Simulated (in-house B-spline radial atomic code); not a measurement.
Atomic self-consistent-field run: Ce34+. Method: scalar-relativistic (X2C) PBE, spin-polarised, spherical fractional occupations, Fermi nucleus of rms radius 4.8771 fm. Calculated with a B-spline radial code for spherical atoms.

Command:
```bash
python run_scf.py task.json out
```
Settings (nuclear radius in fm, mass in u):
```
Z                58
configuration    [Ar] 3d6
hamiltonian      x2c
method           pbe,pbe
spin_polarised   True
nucleus          fermi
rms_radius       4.8771
atomic_mass      139.90545
speed_of_light   137.035999084
```

Output (hartree, bohr):
```
 radial grid: 57 intervals, B-splines of order 8, outer radius 1.9885 bohr

 iter        energy (Eh)    residual
    1       -8033.986496    4.74e+00
    2       -8080.501312    8.71e-01
    3       -8082.120269    3.50e-01
    4       -8082.386827    1.40e-01
    5       -8082.435900    2.82e-02
    6       -8082.438000    1.24e-04
    7       -8082.438000    3.60e-06
    8       -8082.438000    2.09e-08

 total energy                     -8082.43800
 kinetic                            8721.6227
 electron-nucleus                 -18265.6461
 Hartree                            1620.7350
 exchange-correlation               -159.1496

 orbital      occ     eigenvalue          <r>       <r^2>       <1/r>       r_max
 1s up      1.000     -1533.5496    0.0239121  0.00078674     67.1621     0.01495
 1s down    1.000     -1533.5452    0.0239117   0.0007867     67.1627     0.01495
 2s up      1.000      -292.2334     0.104166   0.0128529     15.4543     0.08879
 2s down    1.000      -291.7245     0.104054   0.0128258     15.4759     0.08872
 2p up      3.000      -268.0777    0.0915426    0.010229     13.9752     0.07114
 2p down    3.000      -267.6906    0.0914141   0.0101994     13.9923     0.07107
 3s up      1.000      -100.4638     0.265896   0.0806844     5.79515      0.2479
 3s down    1.000       -99.9049     0.266524    0.081054     5.77281      0.2482
 3p up      3.000       -92.8073     0.261035     0.07879     5.36975      0.2408
 3p down    3.000       -92.2307     0.261797    0.079234     5.34798      0.2412
 3d up      5.000       -82.7360      0.23443   0.0639321     5.08322      0.1947
 3d down    1.000       -82.0200     0.235342   0.0644743     5.06804      0.1954
```

Time taken, with all properties: 0.14 s on 1 thread of Arm Neoverse V2, on a shared host.

One-electron X2C: radii and densities carry no picture-change correction, so inner-shell <1/r> comes out high (for 1s by about 2 % at Z = 33, 5 % at 54, 10 % at 75, 30 % at 118) and <r> low.
